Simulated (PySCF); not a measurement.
# Hartree-Fock beside MP2: AlBH4O

All numbers below are calculated, not measured. The program is PySCF 2.14.0, an open-source quantum chemistry code, run on an isolated molecule that a program drew, which may never have been made. The molecule is AlBH4O (charge 0, singlet), drawn as the SMILES string `[BH2][AlH][OH]`.

The geometry was optimised and harmonic frequencies were computed with HF and MP2, all in the cc-pV(D+d)Z basis, for the commonest isotopes, with a restricted reference for singlets and an unrestricted one otherwise, and a frozen core in MP2. Each result is a local minimum of its method.

Geometry at the HF minimum:
```xyz
7
AlBH4O, angstrom
B    -0.9735    0.4909   -0.1539
Al    0.0603    0.9913    1.6559
O     1.5492    1.7885    1.4944
H    -1.7636    1.2344   -0.6766
H    -0.8143   -0.5588   -0.7223
H    -0.4661    0.6702    3.1190
H     2.1348    2.0785    2.1737
```

Lengths of the bonds as drawn, in Å (atoms numbered as above):
```
bond,HF,MP2
B1-Al2,2.143,2.138
Al2-O3,1.697,1.721
B1-H4,1.204,1.211
B1-H5,1.204,1.211
Al2-H6,1.588,1.588
O3-H7,0.943,0.964
```

Rotational constants, in GHz:
```
constant     HF    MP2
       A  24.38  23.74
       B  5.607  5.607
       C  4.736  4.712
```

Harmonic frequencies in cm^-1, each column in rising order, so a row needn't be the same motion in every method:
```
rank,HF,MP2
1,153,144
2,184,175
3,342,328
4,468,461
5,558,551
6,573,584
7,641,612
8,730,708
9,870,840
10,919,888
11,1250,1200
12,1957,?
13,2647,2607
14,2711,2680
15,4219,3924
```

**Estimate the missing MP2 frequency from the HF column.**

A single factor s that minimises the squared misfit of MP2 against s times HF over the other rows is sum(HF x MP2) / sum(HF^2) = 0.9572, with an rms misfit of 44 cm^-1. For rank 12 it gives 0.9572 x 1957 = 1873 cm^-1. The calculation gives 1936 cm^-1, 63 cm^-1 above the estimate. The drawn bonds are on average 0.8 % longer in MP2 than in HF.
